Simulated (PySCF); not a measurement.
# WOCl₄: breathing scan

These are results of PySCF, PBE0, basis W def2-SVP with ECP60, O def2-SVP, Cl def2-SVP (scalar-relativistic core potentials, no spin–orbit coupling, density fitting), not measurements.

Rigid scan from the singlet minimum (W–Cl 2.300 Å (×4), W–O 1.668 Å; Cl–W–Cl 86.7° (×4), Cl–W–Cl 152.3° (×2), Cl–W–O 103.9° (×4)). Coordinate: all bonds to the central atom scaled together. Energies in kJ/mol from the minimum.

```tsv
scale of all bonds to the centre	E (kJ/mol)	dipole size (D)
0.88	676.3	0.28
0.92	262.1	0.42
0.96	57.3	0.52
1.00	0.0	0.59
1.04	44.5	0.63
1.08	157.3	0.66
1.14	403.3	0.68
1.22	794.4	0.69
1.35	1425.7	0.66
```

At long bonds a restricted determinant can lie too high, and another spin state can fall below this curve.

With an element this heavy the missing spin–orbit coupling can shift these numbers.

Other isomers or separated fragments may lie lower.

The scan took 31 s on 2 threads of a shared Arm Neoverse V2 host; the process peaked at 1.6 GiB. Launch command: `OMP_NUM_THREADS=2 python axn.py task.json out`.
